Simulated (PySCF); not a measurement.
Si(H)2(OH)(PH2) (H₅OPSi), SMILES O[SiH2]P. Atoms are numbered in the order given.

```xyz
8

Si    -0.8071    -0.0213    -0.1571
O     -0.9734     1.5698     0.2689
P      1.2676    -0.8902     0.0360
H     -1.7103    -0.7519     0.7543
H     -1.2134    -0.2501    -1.5669
H     -0.4169     2.2110    -0.1846
H      1.5448    -0.2367     1.2631
H      1.8702     0.1201    -0.7577
```

The structure is a stationary point at TPSSh-D3(BJ)/def2-TZVP. One conformer was computed; it need not be the lowest.

Computed with HF/pcSseg-1 (PySCF).

GIAO shieldings, no solvent; atoms listed in one row are averaged. δ = σ(ref) − σ: ²⁹Si against TMS (σ = 393.8 ppm); ¹⁷O against H2O (σ = 333.0 ppm); ³¹P against PH3 (σ = 598.4 ppm); ¹H against TMS (σ = 31.99 ppm), references at their B3LYP-D3(BJ)/def2-TZVP geometries, non-relativistic.

| nucleus | atoms | count | δ (ppm) |
|---|---|---|---|
| ²⁹Si | Si1 | 1 | -15.4 |
| ¹⁷O | O2 | 1 | 17.9 |
| ³¹P | P3 | 1 | -1.9 |
| ¹H | H4, H5 | 2 | 4.85 |
| ¹H | H7 | 1 | 1.86 |
| ¹H | H8 | 1 | 1.55 |
| ¹H | H6 | 1 | 1.34 |
